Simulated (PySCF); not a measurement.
BiH2Cl, SMILES [Cl][BiH2].

The structure is a stationary point at PBE0-D3(BJ)/def2-TZVP. The def2 effective core potentials stand for the cores of Bi; spin–orbit coupling is left out.

Level of theory: PySCF with r2SCAN/def2-TZVPD.

Symmetry labels are those of the subgroup Cs that the program uses (full group Cs).

Computed valence orbital energies around the gap with their symmetry:
```tsv
orbital	symmetry	energy (eV)
HOMO−7	A'	-28.32
HOMO−6	A'	-20.55
HOMO−5	A'	-16.10
HOMO−4	A'	-9.23
HOMO−3	A"	-8.96
HOMO−2	A'	-8.24
HOMO−1	A"	-7.43
HOMO	A'	-7.00
LUMO	A'	-2.43
LUMO+1	A"	-1.00
LUMO+2	A'	-0.71
LUMO+3	A'	1.39
```
